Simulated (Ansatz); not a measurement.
Spectroscopic constants of CdP, multiplicity 4 (lowest of 2S+1 = 2, 4 at CCSD(T)/def2-TZVPP on PBE0 minima; our sources give no spin for the ground state, which may be another). No spin–orbit coupling.

Constants: fifth-degree fit in 1/R to seven points, most abundant isotopes. Runs in def2 and cc sets follow the lowest solution found near the PBE0 minimum.

Run with Ansatz (an electronic-structure program) with Gaussian orbitals. Each number belongs to the level named beside it. In def2 rows elements past Kr take small-core potentials, without spin–orbit coupling.

Energies at B97M-V/def2-TZVPP:

```csv
R (Å),E (hartree)
2.471261,-508.95578351
2.537693,-508.95777127
2.598810,-508.95886449
2.667899,-508.95947002
2.736988,-508.95959054
2.816706,-508.95931811
2.909711,-508.95865560
```

### Question
With a reduced mass of 24.3518 u, find the minimum, the force constant and the constants.

### Answer
A fifth-degree polynomial in 1/R puts the minimum at r_e = 2.7231 Å with force constant 32.9 N/m. Then ω_e = (1/2πc)√(k/μ) = 152 cm⁻¹ and B_e = h/(8π²cμr_e²) = 0.09335 cm⁻¹; the cubic and quartic terms give α_e = 0.0014 and ω_e x_e = 2.4 cm⁻¹.
